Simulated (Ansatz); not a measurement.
Program: Ansatz. Geometries: PBE0-D4/def2-TZVP. ΔE: electronic, gas phase. CCSD(T)/CBS is the MP2 limit (def2-TZVPP, def2-QZVPP) plus CCSD(T) − MP2 in def2-TZVPP, frozen cores. This one scheme is used for every species. Functionals use def2-TZVPP. B3LYP here is the variant with VWN-RPA as its local correlation; programs differ in this. Elements past krypton have def2 core potentials. For I outer-core shells are correlated without core-valence functions, which leaves a few kJ/mol of doubt a bond.

`[SiH3]C([SiH3])I` → `[SiH3]CI` + `[SiH2]`  (silylene formation by 1,1-elimination)

`[SiH3]C([SiH3])I`:

Cartesian coordinates in Å:
```
Si -1.010 -0.059 -1.263
C 0.597 0.191 -0.324
Si 0.459 0.120 1.547
I 1.969 -1.347 -0.944
H -1.594 -1.371 -0.889
H -0.766 -0.011 -2.726
H -1.957 1.027 -0.885
H 1.068 1.128 -0.630
H -0.450 1.209 2.000
H 1.794 0.303 2.169
H -0.110 -1.191 1.944
```

`[SiH3]CI`:

Cartesian coordinates in Å:
```
Si 0.207 0.046 0.934
C -0.090 0.188 -0.913
I -1.083 -1.570 -1.625
H -1.092 -0.094 1.637
H 0.897 1.277 1.412
H 1.062 -1.135 1.211
H 0.835 0.263 -1.483
H -0.736 1.025 -1.173
```

`[SiH2]`:

Cartesian coordinates in Å:
```
Si -0.372 -0.426 -0.432
H 0.017 1.049 -0.462
H 0.355 -0.623 0.894
```

```
             level  ΔE (eV)  difference from CCSD(T)/CBS
            PBE-D4     2.53                         0.00
           ωB97X-V     2.59                         0.06
           ωB97M-V     2.45                        -0.08
            r2SCAN     2.66                         0.13
             B3LYP     2.23                        -0.30
CCSD(T)/def2-TZVPP     2.45                        -0.08
     HF/def2-QZVPP     2.20                        -0.33
    MP2/def2-QZVPP     2.74                         0.21
SCS-MP2/def2-QZVPP     2.59                         0.06
      HF/CBS(def2)     2.20                        -0.33
       CCSD(T)/CBS     2.53                            0
```

Largest T1 diagnostic among the species: 0.014.

The D4 term adds +0.21 eV with B3LYP and +0.11 eV with PBE0; it sums over pairs of atoms, weighted by their polarisabilities, and B3LYP, whose exchange is more repulsive, gets the larger term. From PBE to PBE0 (25 % exact exchange), in def2-TZVPP and without D4, ΔE moves by +0.10 eV. In def2-TZVPP, CCSD(T) changes the Hartree–Fock value by +0.25 eV (the triples alone add +0.07 eV) and MP2 by +0.50 eV.
